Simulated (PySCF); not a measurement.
Method: PySCF with B3LYP-D3(BJ)/def2-TZVP // BP86-D3(BJ)/def2-SVP. Isolated molecules, 0 K electronic values unless said otherwise. One relaxed conformer stands for a flexible species; it need not be the lowest. B3LYP has the VWN-RPA correlation part, as in Gaussian. 

Reference species: [Zr(H)4] (neutral, multiplicity 1).

| Item | Value |
|---|---|
| HOMO | -8.34 eV |
| LUMO | -2.76 eV |

Changed species: [Zr(NH2)(H)3] (3 of 4 NH2 replaced by H; the reference has 4 of 4 NH2 replaced by H).

### Question
Give the shifts of the HOMO and LUMO.

### Answer
the HOMO goes up by 0.64 eV, to -7.70 eV; the LUMO rises by 0.55 eV, to -2.21 eV.
